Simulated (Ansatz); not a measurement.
Which method gave which barrier?

Saddle point of GaAsH$_{6}$O$_{2}$, singlet (GaH₃O₂ ([OH][GaH][OH]) + AsH₃ → GaAsH₄O₂ ([OH][Ga]([OH])[AsH2]) + H₂; bonds formed: H2–H5; dative contacts that become bonds: Ga1–As6; bonds broken: Ga1–H2, H5–As6), PBE0-D4/def2-TZVP structure:

Ga1  (0.261, 0.702, 0.212)
H2  (-1.396, 0.501, -0.462)
O3  (1.322, 1.698, -0.836)
O4  (0.425, 0.982, 1.971)
H5  (-1.460, -0.490, -0.975)
As6  (-0.337, -1.674, -0.468)
H7  (1.189, 1.579, -1.778)
H8  (1.018, 1.711, 2.166)
H9  (-1.167, -1.886, 0.778)
H10  (0.143, -3.123, -0.610)
(Å)

Computed with Ansatz 0.2.0 (basis: def2-TZVPP, with def2-QZVPP for the basis limit); correlated methods freeze the cores. Filled d shells of the heavier atoms are correlated. The def2 sets are not built for correlating such inner shells, so the correlated values are less sure here. Extrapolation: Hartree–Fock as exp(−7.88 √X), correlation as X^−2.97. Four methods, as single points on the PBE0-D4 structures, gave these electronic barriers from the start structure: 37.90, 39.90, 48.28, 59.64 kcal/mol.

Question: The methods were, in alphabetical order, BHLYP-D4, BLYP-D4, HF, PBE0-D4. Which gave which? (A judgement: the text doesn't fix the answer.)

Answer: By the calculation: BLYP-D4 37.90; PBE0-D4 39.90; BHLYP-D4 48.28; HF 59.64 kcal/mol. For comparison, CCSD(T) at an estimated basis limit (MP2 extrapolated from triple and quadruple zeta, plus CCSD(T) − MP2 in triple zeta) gives 43.99 kcal/mol.

The T1 diagnostic stays at or below 0.014.

Labels in which every atom is bracketed show which atoms are joined, not bond orders.

For scale, one of the runs: CCSD(T)/def2-TZVPP, 242 basis functions, launched by `ansatz run in.yaml --threads 8 --pin off --events-out ev --progress --plain --max-ram 19148MiB`. Hardware: 8 CPU threads of an Intel Xeon Platinum 8488C, shared host. Wall time 76 s; peak host memory 5 GiB.
